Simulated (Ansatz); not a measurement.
Start from `C[CH2][In]([NH2])[Cl]` and change one atom or group to get `[CH3][In]([NH2])[Cl]`.

Ansatz, PBE0-D4/def2-TZVP geometries, multiplicity 1. Each molecule was computed in one conformer, which needn't be the lowest.

Elements past krypton have def2 core potentials.

```tsv
property	`C[CH2][In]([NH2])[Cl]`
LUMO energy (ωB97M-V/def2-TZVPP) / eV	0.58
size of the dipole moment (B3LYP/def2-TZVPP) / D	3.74
size of the dipole moment (ωB97M-V/def2-TZVPP) / D	3.72
HOMO energy (PBE0/def2-TZVPP) / eV	-7.27
LUMO energy (PBE0/def2-TZVPP) / eV	-0.92
HOMO–LUMO gap (ωB97M-V/def2-TZVPP) / eV	10.19
```

Q: Give the same properties after the change, and the shifts. (Best estimate.)

A: Ansatz gave: 
```
                                          property  `[CH3][In]([NH2])[Cl]`  shift
             LUMO energy (ωB97M-V/def2-TZVPP) / eV                    0.60   0.02
  size of the dipole moment (B3LYP/def2-TZVPP) / D                    3.62  -0.12
size of the dipole moment (ωB97M-V/def2-TZVPP) / D                    3.60  -0.12
                HOMO energy (PBE0/def2-TZVPP) / eV                   -7.32  -0.05
                LUMO energy (PBE0/def2-TZVPP) / eV                   -0.92   0.00
           HOMO–LUMO gap (ωB97M-V/def2-TZVPP) / eV                   10.28   0.09
```

Dipoles are sizes alone; their direction can turn.

B3LYP here is the variant with VWN-RPA as its local correlation; programs differ in this.
